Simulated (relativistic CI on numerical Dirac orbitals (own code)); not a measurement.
Sensitivity of the levels of W XIII to α and to the nuclear radius

Calculated at this level of theory: Dirac-Coulomb-Breit CI, orbitals from a KLI potential per configuration, derivatives by finite differences, unscaled Slater integrals, QED left out (own radial code, finite nucleus).

Configuration list (outside the closed core [Kr] 4d10): 4f¹⁴5s², 4f¹³5s²5p, 4f¹⁴5s5p, 4f¹⁴5s5d, 4f¹³5s²5d, 4f¹⁴5p², 4f¹³5p³, 4f¹³5p²5d. Double excitations out of closed p, d and f shells are left out; levels of such configurations are missing from the list, as are those of other unlisted configurations, and high levels can miss mixing partners.

With x = (α/α₀)² − 1 an excitation energy changes as ω = ω₀ + qx; K = 2q/ω₀ is the relative enhancement. Terms are leading LS components, so labels can repeat. The field-shift factor is F = δν/δ⟨r²⟩ for the transition from the lowest level.

Lowest level 4f¹⁴5s² ¹S0.

```tsv
Level	ω₀ (cm⁻¹)	q (cm⁻¹)	F (GHz/fm²)
4f¹³5s²5p ³D3	10279	-221000	46.8
4f¹³5s²5p ³G4	14076	-221400	46.9
4f¹³5s²5p ³G3	28333	-206500	48
4f¹³5s²5p ³F2	35841	-203200	47.4
4f¹³5s²5p ³G5	117578	-84710	25.3
4f¹³5s²5p ³D2	121164	-83190	25.4
4f¹³5s²5p ¹F3	127339	-85810	25.5
4f¹³5s²5p ³D1	128230	-69230	26.4
4f¹³5s²5p ³F4	133369	-83580	25.3
4f¹³5s²5p ³G4	139052	-69630	26.3
4f¹³5s²5p ³F2	147040	-70390	26.1
4f¹³5s²5p ³F3	149662	-69190	26.3
4f¹⁴5s5p ³P°0	226145	36260	-314
4f¹⁴5s5p ³P°1	244495	47360	-316
4f¹⁴5s5p ³P°2	335508	172800	-335
4f¹⁴5s5p ¹P°1	399626	159200	-323
4f¹⁴5p² ³P0	536880	87510	-638
4f¹³5s²5d ³P°2	536946	-70990	29.3
4f¹³5s²5d ³H°5	545036	-72790	30
4f¹³5s²5d ³D°3	551248	-72500	30
4f¹³5s²5d ³G°4	553943	-70990	30.1
4f¹³5s²5d ³P°1	555239	-53620	30.6
4f¹³5s²5d ³H°6	560174	-54810	30.7
```

At this charge transitions that keep the count of f electrons are usually good to a few per cent. Levels and lines within the n = 5 or 6 shells can be off by up to 10 % or somewhat more, and those that change n by about 2 %, since core polarisation is missing. Levels that differ in their count of f electrons can be misplaced by several ten thousand cm⁻¹, since the correlation energy of f electrons is missing or only estimated; rates across such gaps can be off by orders of magnitude.

(1) Which transition from the lowest level has the largest |K|?

Results:

(1) 4f¹³5s²5p ³D3 at 10279 cm⁻¹, K = -43.
